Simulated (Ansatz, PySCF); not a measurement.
Species: C$_{3}$H$_{4}$F$_{2}$O, net charge 0, singlet state. 
Structure (B3LYP-D3(BJ)/def2-TZVP (Ansatz, a first-principles code) minimum search):
SMILES: COC=C(F)F
```xyz
10

C     -2.4944    -0.2439     0.1790
O     -1.1691    -0.7638     0.1550
C     -0.2214     0.1246     0.5586
C      0.9386     0.2293    -0.0701
F      1.2879    -0.4428    -1.1516
F      1.9273     1.0095     0.3475
H     -3.1549    -1.0650    -0.0892
H     -2.6082     0.5716    -0.5409
H     -2.7530     0.1190     1.1795
H     -0.4053     0.7244     1.4430
```
Charge 0, spin multiplicity 1.

Property: atomisation energy (electronic, to ground-state atoms), in kJ/mol. Cores are frozen in the correlated levels unless marked. Open shells are spin-unrestricted. No spin-orbit coupling. Non-relativistic. The coupled-cluster limit lacks core correlation, which all-electron functionals hold. Basis-set limits of correlation are two-point, X^-3; Hartree-Fock from the larger set. The bracket is a focal-point correction in the basis named.

```csv
level,program,atomisation energy (kJ/mol),rough core time
HF/def2-TZVPD,PySCF,2787.4,-
HF-D4/def2-TZVPD,PySCF + dftd4,2846.9,-
BLYP-D3(BJ)/def2-TZVPD,Ansatz + dftd3,4060.3,under 20 s
BLYP-D4/def2-TZVPD,Ansatz + dftd4,4062.8,under 20 s
BLYP/def2-TZVPD,Ansatz,4028.7,under 20 s
BHLYP/def2-TZVPD,Ansatz,3820.6,under 20 s
B2PLYP/def2-TZVPD,Ansatz,3985.5,21 s
RI-MP2/cc-pVQZ,Ansatz,4104.5,under 20 s
CCSD(T) with core electrons/cc-pwCVTZ,Ansatz,3935.9,-
"RI-MP2/CBS(cc-pVTZ,cc-pVQZ)+[CCSD(T)-MP2]/cc-pVTZ",Ansatz,4028.2,9 min
```

Core times are rough, on shared machines, summed over the molecules involved; a dash marks a level read off another run, or run on other hardware, by another program or under a memory cap.
